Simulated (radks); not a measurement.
Er4+, configuration [Kr] 4d10 4f10.25 5s2 5p5.75 (fractional occupations, a model configuration). Calculated with a radial shooting solver on a logarithmic mesh with Libxc functionals: scalar-relativistic Kohn-Sham, revPBE, spin-polarised, spherical densities, point nucleus; open shells are filled with parallel spins first (spin-orbit coupling, left out, can overturn this in heavy ions).

Unscreened Slater integrals over Kohn-Sham orbitals (cm^-1). They are taken over the spin-up orbitals. Empty in this configuration: 5d.

\begin{tabular}{lr}
integral & value \\ \hline
F0(4f,4f) & 278870 \\
F2(4f,4f) & 132840 \\
F4(4f,4f) & 83390 \\
F6(4f,4f) & 60004 \\
F0(4f,5p) & 172500 \\
F2(4f,5p) & 58430 \\
G2(4f,5p) & 28566 \\
G4(4f,5p) & 22512 \\
F0(4f,5s) & 192310 \\
G3(4f,5s) & 33950 \\
F0(4f,5d) & 133790 \\
F2(4f,5d) & 34677 \\
F4(4f,5d) & 17076 \\
G1(4f,5d) & 15327 \\
G3(4f,5d) & 12926 \\
G5(4f,5d) & 9975.6 \\
F0(5p,5p) & 143170 \\
F2(5p,5p) & 77653 \\
F0(5p,5s) & 152340 \\
G1(5p,5s) & 102410 \\
F0(5p,5d) & 119730 \\
F2(5p,5d) & 59754 \\
G1(5p,5d) & 71083 \\
G3(5p,5d) & 44218 \\
F0(5s,5s) & 164180 \\
F0(5s,5d) & 124350 \\
G2(5s,5d) & 46191 \\
F0(5d,5d) & 105830 \\
F2(5d,5d) & 56207 \\
F4(5d,5d) & 37537 \\
\end{tabular}

Derived for the open shells (J is the average intra-shell exchange parameter used in DFT+U). 4f: F4/F2 = 0.628, F6/F2 = 0.452, J = (286 F2 + 195 F4 + 250 F6)/6435 = 10760 cm^-1. 5p: J = F2/5 = 15530 cm^-1.
